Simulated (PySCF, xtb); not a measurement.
C₂H₅O₂, SMILES [OH+]=COC, charge +1.

GFN2-xTB run with xtb at its own geometry gives an orbital gap of 4.81 eV.

The structure is a stationary point at B3LYP-D3(BJ)/def2-SVP. The isomer is the one that the SMILES or the coordinates give; other isomers of the formula were not compared. Other conformers were not sampled.

Q: What does PBE/def2-TZVPD (PySCF) give? (An estimate is asked for; the answer gives what the named calculation found.)

A: gap 6.22 eV (levels -14.91 and -8.69 eV).
